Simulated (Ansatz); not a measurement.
## Nudged elastic band run: C3H11NSSi

Input file:

```yaml
crystal:
  periodic: [false, false, false]
  atoms:
    - { symbol: C, position_ang: [-0.306354, -2.377258, -0.998647] }
    - { symbol: C, position_ang: [0.886054, -1.395031, -0.8986] }
    - { symbol: S, position_ang: [1.166452, -0.703204, 0.764534] }
    - { symbol: Si, position_ang: [-0.355018, 0.804541, 0.76808] }
    - { symbol: C, position_ang: [0.087276, 2.212121, -0.382704] }
    - { symbol: "N", position_ang: [-0.600297, 1.486408, 2.38096] }
    - { symbol: H, position_ang: [-1.255821, -1.878925, -0.765701] }
    - { symbol: H, position_ang: [-0.37654, -2.785244, -2.01614] }
    - { symbol: H, position_ang: [-0.177503, -3.213543, -0.299986] }
    - { symbol: H, position_ang: [1.804598, -1.936932, -1.171867] }
    - { symbol: H, position_ang: [0.7613, -0.597318, -1.648936] }
    - { symbol: H, position_ang: [-1.622126, 0.231869, 0.362053] }
    - { symbol: H, position_ang: [-0.703806, 2.968133, -0.380825] }
    - { symbol: H, position_ang: [1.018627, 2.701124, -0.082019] }
    - { symbol: H, position_ang: [0.213785, 1.862333, -1.411615] }
    - { symbol: H, position_ang: [0.291415, 1.884735, 2.756011] }
    - { symbol: H, position_ang: [-0.851042, 0.735991, 3.065503] }
basis:
  gaussian: { orbitals: STO-3G }
hamiltonian:
  xc: pbe0
neb:
  order_check: false
  images: 5
  f_tol: 0.05
  max_iterations: 60
  final_atoms:
    - { symbol: C, position_ang: [-0.50781763, -2.24857364, -0.90994819] }
    - { symbol: C, position_ang: [0.87467903, -1.59129995, -1.09631331] }
    - { symbol: S, position_ang: [1.30211893, -0.42509744, 0.24543352] }
    - { symbol: Si, position_ang: [-0.96173254, 0.94252426, 0.39005934] }
    - { symbol: C, position_ang: [-0.00311093, 2.48429534, -0.23930286] }
    - { symbol: "N", position_ang: [-0.78715872, 1.3231113, 2.06163668] }
    - { symbol: H, position_ang: [-1.25057868, -1.4621821, -0.69662085] }
    - { symbol: H, position_ang: [-0.79642258, -2.79049655, -1.81996145] }
    - { symbol: H, position_ang: [-0.49379142, -2.95790896, -0.07202728] }
    - { symbol: H, position_ang: [1.66228536, -2.35657914, -1.18388488] }
    - { symbol: H, position_ang: [0.88477592, -0.99967658, -2.02391256] }
    - { symbol: H, position_ang: [1.03854302, -1.30337619, 1.2471775] }
    - { symbol: H, position_ang: [-0.68512432, 3.33929499, -0.31924508] }
    - { symbol: H, position_ang: [0.82010395, 2.79638987, 0.41362759] }
    - { symbol: H, position_ang: [0.41559428, 2.32874008, -1.23943415] }
    - { symbol: H, position_ang: [-0.25344957, 2.11075972, 2.47016256] }
    - { symbol: H, position_ang: [-1.27791411, 0.80987497, 2.81265442] }
  initial_path:
    images:
      - { positions_ang: [[-0.306354, -2.377258, -0.998647], [0.886054, -1.395031, -0.8986], [1.166452, -0.703204, 0.764534], [-0.355018, 0.804541, 0.76808], [0.087276, 2.212121, -0.382704], [-0.600297, 1.486408, 2.38096], [-1.255821, -1.878925, -0.765701], [-0.37654, -2.785244, -2.01614], [-0.177503, -3.213543, -0.299986], [1.804598, -1.936932, -1.171867], [0.7613, -0.597318, -1.648936], [-1.622126, 0.231869, 0.362053], [-0.703806, 2.968133, -0.380825], [1.018627, 2.701124, -0.082019], [0.213785, 1.862333, -1.411615], [0.291415, 1.884735, 2.756011], [-0.851042, 0.735991, 3.065503]] }
      - { positions_ang: [[-0.30891669, -2.37955649, -1.01377343], [0.85800136, -1.38967437, -0.90057253], [1.0466286, -0.67400192, 0.75316282], [-0.39583512, 0.87103741, 0.72587094], [0.08892645, 2.24728962, -0.41038624], [-0.62637295, 1.4922653, 2.33964237], [-1.27007845, -1.86113681, -0.83608347], [-0.34416657, -2.78938369, -2.02704207], [-0.22667004, -3.18122774, -0.28827271], [1.78415415, -1.93383895, -1.11665559], [0.76355772, -0.60025189, -1.65310919], [-1.31432074, 0.00431257, 0.71124908], [-0.67977788, 3.05059018, -0.4143106], [1.02697412, 2.69919901, -0.08887838], [0.20745655, 1.89671126, -1.43371109], [0.28354584, 1.8120566, 2.71723865], [-0.91210635, 0.73540993, 2.97573245]] }
      - { positions_ang: [[-0.31147938, -2.38185497, -1.02889987], [0.82994872, -1.38431775, -0.90254506], [0.92680521, -0.64479985, 0.74179164], [-0.43665224, 0.93753382, 0.68366188], [0.09057689, 2.28245823, -0.43806848], [-0.6524489, 1.4981226, 2.29832473], [-1.28433589, -1.84334862, -0.90646594], [-0.31179313, -2.79352339, -2.03794413], [-0.27583709, -3.14891248, -0.27655943], [1.7637103, -1.9307459, -1.06144419], [0.76581545, -0.60318578, -1.65728239], [-1.00651548, -0.22324385, 1.06044516], [-0.65574976, 3.13304735, -0.4477962], [1.03532123, 2.69727402, -0.09573776], [0.20112809, 1.93108951, -1.45580717], [0.27567667, 1.7393782, 2.67846629], [-0.9731707, 0.73482886, 2.8859619]] }
      - { positions_ang: [[-0.31404207, -2.38415346, -1.0440263], [0.80189608, -1.37896112, -0.90451759], [0.80698181, -0.61559777, 0.73042046], [-0.47746936, 1.00403023, 0.64145282], [0.09222734, 2.31762685, -0.46575072], [-0.67852484, 1.5039799, 2.2570071], [-1.29859334, -1.82556043, -0.9768484], [-0.2794197, -2.79766308, -2.0488462], [-0.32500413, -3.11659723, -0.26484614], [1.74326644, -1.92765286, -1.00623278], [0.76807317, -0.60611968, -1.66145558], [-0.69871022, -0.45080028, 1.40964124], [-0.63172165, 3.21550453, -0.48128179], [1.04366835, 2.69534903, -0.10259714], [0.19479964, 1.96546777, -1.47790326], [0.26780751, 1.6666998, 2.63969394], [-1.03423505, 0.73424779, 2.79619135]] }
      - { positions_ang: [[-0.37863392, -2.33896019, -0.9993336], [0.82615706, -1.44974073, -0.9684495], [0.97202752, -0.55209766, 0.56875814], [-0.63889042, 0.98352824, 0.557655], [0.06044792, 2.37318301, -0.3902681], [-0.71473614, 1.44369037, 2.19188363], [-1.28258845, -1.70443432, -0.88343922], [-0.45175399, -2.79527424, -1.97255128], [-0.38126656, -3.06370114, -0.20057319], [1.71627275, -2.07062828, -1.06545015], [0.80697409, -0.73730531, -1.78227457], [-0.1196258, -0.73499225, 1.35548666], [-0.64952254, 3.25676802, -0.42726956], [0.96914688, 2.72902931, 0.06947777], [0.26839786, 2.08655854, -1.39841355], [0.09405515, 1.81471977, 2.58318348], [-1.1154614, 0.75945685, 2.80167904]] }
      - { positions_ang: [[-0.44322577, -2.29376691, -0.95464089], [0.85041804, -1.52052034, -1.0323814], [1.13707322, -0.48859755, 0.40709583], [-0.80031148, 0.96302625, 0.47385717], [0.02866849, 2.42873918, -0.31478548], [-0.75094743, 1.38340084, 2.12676016], [-1.26658356, -1.58330821, -0.79003004], [-0.62408829, -2.79288539, -1.89625637], [-0.43752899, -3.01080505, -0.13630023], [1.68927906, -2.21360371, -1.12466751], [0.84587501, -0.86849095, -1.90309357], [0.45945861, -1.01918422, 1.30133208], [-0.66732343, 3.2980315, -0.37325732], [0.89462542, 2.76270959, 0.24155268], [0.34199607, 2.20764931, -1.31892385], [-0.07969721, 1.96273975, 2.52667302], [-1.19668775, 0.78466591, 2.80716673]] }
      - { positions_ang: [[-0.50781763, -2.24857364, -0.90994819], [0.87467903, -1.59129995, -1.09631331], [1.30211893, -0.42509744, 0.24543352], [-0.96173254, 0.94252426, 0.39005934], [-0.00311093, 2.48429534, -0.23930286], [-0.78715872, 1.3231113, 2.06163668], [-1.25057868, -1.4621821, -0.69662085], [-0.79642258, -2.79049655, -1.81996145], [-0.49379142, -2.95790896, -0.07202728], [1.66228536, -2.35657914, -1.18388488], [0.88477592, -0.99967658, -2.02391256], [1.03854302, -1.30337619, 1.2471775], [-0.68512432, 3.33929499, -0.31924508], [0.82010395, 2.79638987, 0.41362759], [0.41559428, 2.32874008, -1.23943415], [-0.25344957, 2.11075972, 2.47016256], [-1.27791411, 0.80987497, 2.81265442]] }
```

Command:

```bash
$ ansatz run input.yaml --threads 1 --pin off --max-ram 2048MiB --backend cpu --events-out ev --progress --plain --runs-dir out
```

Output, in part (warnings, iteration lines, the closing report on the highest movable image, with atoms numbered from 0):

```
NEB end point (image 0): max|allowed force component| = 1.719e-2 eV/Å (the criterion of neb.relax_end_points is 1.000e-2)
NEB end point (image 6): max|allowed force component| = 1.788e-2 eV/Å (the criterion of neb.relax_end_points is 1.000e-2)
NEB iter   1: max|band force component| = 6.763e0 eV/Å  barrier→ = 6.2065 eV  barrier← = 3.9410 eV  Δτ_max = 0.2000 Å  (155 SCF iters)
NEB iter   2: max|band force component| = 1.925e0 eV/Å  barrier→ = 4.1505 eV  barrier← = 1.8851 eV  Δτ_max = 0.1997 Å  (124 SCF iters)
NEB iter   3: max|band force component| = 1.027e0 eV/Å  barrier→ = 3.9153 eV  barrier← = 1.6498 eV  Δτ_max = 0.2000 Å  (123 SCF iters)
NEB iter   4: max|band force component| = 1.763e0 eV/Å  barrier→ = 3.6341 eV  barrier← = 1.3687 eV  Δτ_max = 0.1001 Å  (124 SCF iters)
NEB iter   5: max|band force component| = 1.736e0 eV/Å  barrier→ = 3.3540 eV  barrier← = 1.0885 eV  Δτ_max = 0.1009 Å  (122 SCF iters)
NEB iter   6: max|band force component| = 1.496e0 eV/Å  barrier→ = 3.1260 eV  barrier← = 0.8606 eV  Δτ_max = 0.1003 Å  (121 SCF iters)
NEB iter   7: max|band force component| = 1.275e0 eV/Å  barrier→ = 2.9021 eV  barrier← = 0.6366 eV  Δτ_max = 0.0999 Å  (122 SCF iters)
NEB iter   8: max|band force component| = 5.519e-1 eV/Å  barrier→ = 3.0994 eV  barrier← = 0.8339 eV  Δτ_max = 0.1991 Å  (122 SCF iters)
NEB iter   9: max|band force component| = 7.090e-1 eV/Å  barrier→ = 3.3209 eV  barrier← = 1.0555 eV  Δτ_max = 0.0595 Å  (121 SCF iters)
NEB iter  10: max|band force component| = 5.649e-1 eV/Å  barrier→ = 3.2059 eV  barrier← = 0.9404 eV  Δτ_max = 0.0573 Å  (126 SCF iters)
NEB iter  11: max|band force component| = 2.536e0 eV/Å  barrier→ = 3.0940 eV  barrier← = 0.8285 eV  CI = image 2  Δτ_max = 0.0988 Å  (120 SCF iters)
NEB iter  12: max|band force component| = 1.440e0 eV/Å  barrier→ = 3.3975 eV  barrier← = 1.1320 eV  CI = image 2  Δτ_max = 0.2000 Å  (127 SCF iters)
NEB iter  13: max|band force component| = 7.264e-1 eV/Å  barrier→ = 3.4849 eV  barrier← = 1.2194 eV  CI = image 2  Δτ_max = 0.2000 Å  (123 SCF iters)
NEB iter  14: max|band force component| = 2.753e-1 eV/Å  barrier→ = 3.4099 eV  barrier← = 1.1445 eV  CI = image 2  Δτ_max = 0.2000 Å  (123 SCF iters)
NEB iter  15: max|band force component| = 2.336e-1 eV/Å  barrier→ = 3.3660 eV  barrier← = 1.1005 eV  CI = image 2  Δτ_max = 0.1000 Å  (122 SCF iters)
NEB iter  16: max|band force component| = 2.339e-1 eV/Å  barrier→ = 3.3537 eV  barrier← = 1.0883 eV  CI = image 2  Δτ_max = 0.1000 Å  (124 SCF iters)
NEB iter  17: max|band force component| = 1.695e-1 eV/Å  barrier→ = 3.3460 eV  barrier← = 1.0805 eV  CI = image 2  Δτ_max = 0.1003 Å  (123 SCF iters)
NEB iter  18: max|band force component| = 2.475e-1 eV/Å  barrier→ = 3.3443 eV  barrier← = 1.0788 eV  CI = image 2  Δτ_max = 0.0501 Å  (122 SCF iters)
NEB iter  19: max|band force component| = 1.366e-1 eV/Å  barrier→ = 3.3434 eV  barrier← = 1.0779 eV  CI = image 2  Δτ_max = 0.0501 Å  (125 SCF iters)
NEB iter  20: max|band force component| = 6.929e-2 eV/Å  barrier→ = 3.3427 eV  barrier← = 1.0773 eV  CI = image 2  Δτ_max = 0.0500 Å  (125 SCF iters)
NEB iter  21: max|band force component| = 5.055e-2 eV/Å  barrier→ = 3.3423 eV  barrier← = 1.0769 eV  CI = image 2  Δτ_max = 0.0307 Å  (126 SCF iters)
NEB iter  22: max|band force component| = 4.423e-2 eV/Å  barrier→ = 3.3420 eV  barrier← = 1.0766 eV  CI = image 2  Δτ_max = 0.0000 Å  (237 SCF iters)
Total energy: -23210.40792497 eV, -852.9667586629 hartree
Atom 0 at    -0.237795    -2.329219    -1.274492 Å, force     0.005524    -0.000587    -0.002773 eV/Å
Atom 1 at     0.820590    -1.321233    -0.765762 Å, force    -0.002404    -0.003320     0.003145 eV/Å
Atom 2 at     0.652176    -0.887625     0.991868 Å, force     0.011171    -0.008200     0.000720 eV/Å
Atom 3 at    -0.900492     0.994163     0.931427 Å, force    -0.018235     0.016348    -0.009781 eV/Å
Atom 4 at    -0.049014     2.005382    -0.415232 Å, force     0.006530    -0.007396     0.008085 eV/Å
Atom 5 at    -0.457057     1.778417     2.404289 Å, force     0.009409     0.018910     0.010634 eV/Å
Atom 6 at    -1.248721    -1.905395    -1.212323 Å, force    -0.002401     0.001536     0.000254 eV/Å
Atom 7 at    -0.042326    -2.592258    -2.323136 Å, force    -0.001243    -0.000204     0.001237 eV/Å
Atom 8 at    -0.216070    -3.250805    -0.678764 Å, force    -0.002215     0.000223     0.001156 eV/Å
Atom 9 at     1.818372    -1.770152    -0.894285 Å, force    -0.000983     0.001451    -0.000276 eV/Å
Atom 10 at     0.798772    -0.425677    -1.405819 Å, force    -0.000288     0.001547    -0.000491 eV/Å
Atom 11 at    -1.032041    -0.562858     0.944498 Å, force     0.004350    -0.017979    -0.000249 eV/Å
Atom 12 at    -0.483047     3.010778    -0.435864 Å, force     0.001912     0.002140     0.000471 eV/Å
Atom 13 at     1.028148     2.112571    -0.243937 Å, force    -0.004124     0.000281    -0.004838 eV/Å
Atom 14 at    -0.193399     1.570874    -1.408451 Å, force    -0.001471     0.004174    -0.001529 eV/Å
Atom 15 at     0.485122     2.193830     2.518620 Å, force     0.000901    -0.000347    -0.000597 eV/Å
Atom 16 at    -0.762219     1.379007     3.307465 Å, force    -0.006434    -0.008578    -0.005166 eV/Å
Dipole moment:     0.007507    -0.023718    -0.044998 e Å
```

It converged. Neighbouring images differ by up to 3.3 eV, so the band resolves the path poorly. A vibrational analysis at the climbing image gives one clearly imaginary mode, 1006i cm⁻¹, and a faint second one (23i cm⁻¹) that may be numerical noise or a soft torsion: probably a first-order saddle point. The orbitals stay closed-shell, which can raise the energy where a bond breaks towards radicals; this wasn't checked here. Limits of this set-up: minimal basis.

Final band (atoms are numbered from 1 in the order of the input):

```json
{"image": "0", "path coordinate (Å)": "0.00", "energy (eV)": "0.00", "Si4–H12 (Å)": "1.45", "S3–H12 (Å)": "2.97"}
{"image": "1", "path coordinate (Å)": "1.39", "energy (eV)": "0.02", "Si4–H12 (Å)": "1.45", "S3–H12 (Å)": "2.95"}
{"image": "2", "path coordinate (Å)": "2.79", "energy (eV)": "3.34", "Si4–H12 (Å)": "1.56", "S3–H12 (Å)": "1.72"}
{"image": "3", "path coordinate (Å)": "4.16", "energy (eV)": "2.40", "Si4–H12 (Å)": "2.93", "S3–H12 (Å)": "1.35"}
{"image": "4", "path coordinate (Å)": "5.52", "energy (eV)": "2.31", "Si4–H12 (Å)": "3.16", "S3–H12 (Å)": "1.36"}
{"image": "5", "path coordinate (Å)": "6.89", "energy (eV)": "2.27", "Si4–H12 (Å)": "3.14", "S3–H12 (Å)": "1.36"}
{"image": "6", "path coordinate (Å)": "8.26", "energy (eV)": "2.27", "Si4–H12 (Å)": "3.13", "S3–H12 (Å)": "1.36"}
```

Time of the run: 8 min on 1 thread of Arm Neoverse V1 (shared host), peak memory 0.14 GiB.
